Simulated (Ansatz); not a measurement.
Single points on `[C-]#[N+]CCCCCCCCCCCC#N`.

```yaml
crystal:
  periodic: [false, false, false]
  atoms:
    - {symbol: C, position_ang: [-8.031249, 1.236578, 0.123947]}
    - {symbol: N, position_ang: [-7.145236, 0.468754, 0.303584]}
    - {symbol: C, position_ang: [-6.057395, -0.423099, 0.502357]}
    - {symbol: C, position_ang: [-4.713187, 0.184123, 0.077370]}
    - {symbol: C, position_ang: [-3.543793, -0.779230, 0.291967]}
    - {symbol: C, position_ang: [-2.193379, -0.196575, -0.135924]}
    - {symbol: C, position_ang: [-1.017625, -1.155956, 0.080581]}
    - {symbol: C, position_ang: [0.340140, -0.633121, -0.409832]}
    - {symbol: C, position_ang: [0.866258, 0.589976, 0.352438]}
    - {symbol: C, position_ang: [2.218975, 1.120699, -0.142625]}
    - {symbol: C, position_ang: [3.401983, 0.168676, 0.067899]}
    - {symbol: C, position_ang: [4.740279, 0.771084, -0.366534]}
    - {symbol: C, position_ang: [5.919907, -0.197535, -0.150711]}
    - {symbol: C, position_ang: [7.210414, 0.358592, -0.555057]}
    - {symbol: N, position_ang: [8.232758, 0.825040, -0.885103]}
    - {symbol: H, position_ang: [-6.258011, -1.355325, -0.069931]}
    - {symbol: H, position_ang: [-6.029467, -0.709804, 1.576521]}
    - {symbol: H, position_ang: [-4.548158, 1.122406, 0.649226]}
    - {symbol: H, position_ang: [-4.776739, 0.478640, -0.992112]}
    - {symbol: H, position_ang: [-3.494573, -1.071915, 1.365485]}
    - {symbol: H, position_ang: [-3.731376, -1.723578, -0.268089]}
    - {symbol: H, position_ang: [-2.020164, 0.752113, 0.418217]}
    - {symbol: H, position_ang: [-2.240812, 0.088307, -1.211652]}
    - {symbol: H, position_ang: [-1.241292, -2.115631, -0.435740]}
    - {symbol: H, position_ang: [-0.944961, -1.408528, 1.163218]}
    - {symbol: H, position_ang: [0.267620, -0.383280, -1.493375]}
    - {symbol: H, position_ang: [1.080062, -1.459429, -0.341040]}
    - {symbol: H, position_ang: [0.943149, 0.339582, 1.435596]}
    - {symbol: H, position_ang: [0.123634, 1.413727, 0.287008]}
    - {symbol: H, position_ang: [2.439827, 2.080841, 0.373458]}
    - {symbol: H, position_ang: [2.141295, 1.373348, -1.224571]}
    - {symbol: H, position_ang: [3.456452, -0.117257, 1.143283]}
    - {symbol: H, position_ang: [3.233935, -0.780155, -0.488149]}
    - {symbol: H, position_ang: [4.934260, 1.710442, 0.194291]}
    - {symbol: H, position_ang: [4.697299, 1.057833, -1.439100]}
    - {symbol: H, position_ang: [5.986236, -0.490371, 0.920104]}
    - {symbol: H, position_ang: [5.752916, -1.140002, -0.716995]}
basis:
  gaussian: {orbitals: def2-SVP, initial_orbitals: start.molden}
hamiltonian: {xc: pbe, dispersion: d4}
scf: {omitted_lower_state_checks: [starts]}
output: {orbitals: {seedname: orbitals}}
```

The file start.molden holds the orbitals of an earlier run on this structure, at another level or in another basis.

```sh
$ ansatz run in.yaml --threads 2 --pin off --events-out ev --progress --plain --max-ram 32768MiB --backend cuda --devices 0, --max-vram 18GiB
```

Shortened log:

```
Functional definition: PBE
3674 factors; their error is unknown
mean field evaluation 1: about -16783.7692 eV, gradient 1.3e1 eV
mean field evaluation 2: about -16784.2289 eV, gradient 3.4e-1 eV
mean field evaluation 4: about -16784.0500 eV, gradient 1.1e-3 eV
mean field -16784.05001044 eV, -616.8024612459 hartree, gradient 1.6e-5 eV, S^2 0.000000; 0 other end points of the search recorded, 0 dependent functions left out
reference -16784.05007030 eV, -616.8024634458 hartree; 57, 57 occupied and 263, 263 virtual orbitals, 3674 factors
Total energy: -16784.91265552 eV, -616.8341628678 hartree
Checks for a lower state left out: starts
```

Run time 3.3 s (2 threads of AMD EPYC 7R13 on a shared host and a share (18 GiB) of an NVIDIA H100 80GB HBM3).

As the first input, with `gaussian: {orbitals: def2-TZVP, initial_orbitals: start.molden}`, `correlation: {method: mp2}` and without the key `hamiltonian` (abridged; 7.5 s):

```
Functional definition: HF
mean field -16712.61738896 eV, -614.1773608255 hartree, gradient 2.8e-6 eV, S^2 0.000000
15 core orbitals not correlated: weight in the atoms' cores, before any rotation towards them, 1.000 or more for the frozen orbitals, at most 0.000 for the correlated occupied ones
second order -68.29673401 eV of doubles, -0.00000000 eV of singles
Total energy: -16780.91412297 eV, -616.6872195072 hartree
Checks for a lower state left out: starts
```

First input, but with `gaussian: {orbitals: def2-TZVP, fitting: {mean_field: def2-universal-jkfit}, initial_orbitals: start.molden}`, `hamiltonian: {xc: {name: BLYP}, dispersion: d4}`, `output: {forces: true, orbitals: {seedname: orbitals}}` (abridged; 5.5 s):

```
Functional definition: BLYP
mean field -16816.57470423 eV, -617.9977216968 hartree, gradient 1.5e-5 eV, S^2 0.000000
Total energy: -16818.44698732 eV, -618.0665268313 hartree
Atom 0 force     0.697134    -0.593778     0.138350 eV/Å
Atom 1 force    -0.925206     0.791071    -0.184161 eV/Å
Atom 2 force     0.125004    -0.689307     0.254048 eV/Å
Atom 3 force     0.034854     0.536140    -0.215756 eV/Å
Atom 4 force    -0.058110    -0.517216     0.208482 eV/Å
Atom 5 force     0.052158     0.530443    -0.197257 eV/Å
Atom 6 force    -0.083067    -0.474206     0.239954 eV/Å
Atom 7 force     0.286647    -0.228924    -0.404543 eV/Å
Atom 8 force    -0.287158     0.227830     0.405299 eV/Å
Atom 9 force     0.081396     0.478448    -0.241450 eV/Å
Atom 10 force    -0.039790    -0.534080     0.197376 eV/Å
Atom 11 force     0.047498     0.554795    -0.222291 eV/Å
Atom 12 force     0.020201    -0.519072     0.202565 eV/Å
Atom 13 force     0.891532     0.429754    -0.296769 eV/Å
Atom 14 force    -0.884644    -0.399367     0.283043 eV/Å
Atom 15 force     0.055259     0.309630     0.164614 eV/Å
Atom 16 force    -0.013764     0.113252    -0.335599 eV/Å
Atom 17 force    -0.050185    -0.292233    -0.166710 eV/Å
Atom 18 force     0.018087    -0.099387     0.323262 eV/Å
Atom 19 force    -0.012123     0.099009    -0.308741 eV/Å
Atom 20 force     0.054455     0.282669     0.151506 eV/Å
Atom 21 force    -0.054498    -0.302855    -0.162697 eV/Å
Atom 22 force     0.014149    -0.095496     0.307372 eV/Å
Atom 23 force     0.069869     0.282071     0.137719 eV/Å
Atom 24 force    -0.015385     0.084419    -0.312811 eV/Å
Atom 25 force     0.013190    -0.065560     0.313924 eV/Å
Atom 26 force    -0.235408     0.250673    -0.011224 eV/Å
Atom 27 force    -0.013533     0.065575    -0.313490 eV/Å
Atom 28 force     0.239413    -0.251797     0.011237 eV/Å
Atom 29 force    -0.069337    -0.282731    -0.137850 eV/Å
Atom 30 force     0.016275    -0.084385     0.314217 eV/Å
Atom 31 force    -0.016869     0.095788    -0.303885 eV/Å
Atom 32 force     0.049597     0.300027     0.160988 eV/Å
Atom 33 force    -0.052267    -0.296947    -0.164212 eV/Å
Atom 34 force     0.018241    -0.101246     0.326277 eV/Å
Atom 35 force    -0.020823     0.103879    -0.317895 eV/Å
Atom 36 force     0.047209     0.293111     0.157109 eV/Å
Dipole moment:    -0.106962    -0.761730     0.315109 e Å
Checks for a lower state left out: starts
```

The first input with `gaussian: {orbitals: def2-TZVP, initial_orbitals: start.molden}`, `hamiltonian: {xc: pbe}`, `correlation: {method: rpa}` and without the key `output` (abridged; 8.5 s):

```
Functional definition: PBE
mean field -16802.18976868 eV, -617.4690850659 hartree, gradient 4.4e-6 eV, S^2 0.000000
15 core orbitals not correlated: weight in the atoms' cores, before any rotation towards them, 1.000 or more for the frozen orbitals, at most 0.000 for the correlated occupied ones
Total energy: -16820.19724102 eV, -618.1308474682 hartree
Checks for a lower state left out: starts
```

The first input with `gaussian: {orbitals: def2-TZVP, fitting: {mean_field: def2-universal-jkfit}, initial_orbitals: start.molden}`, `hamiltonian: {xc: {name: wB97M-V}}` (abridged; 6.5 s):

```
Functional definition: wB97M-V
mean field -16817.02533464 eV, -618.0142820587 hartree, gradient 9.4e-6 eV, S^2 0.000000
Total energy: -16817.02542996 eV, -618.0142855618 hartree
Checks for a lower state left out: starts
```

Geometry: PBE-D4/def2-SVP.

Correlated methods freeze 15 core orbitals. Single mean-field runs in def2-TZVP are fitted with def2-universal-jkfit.
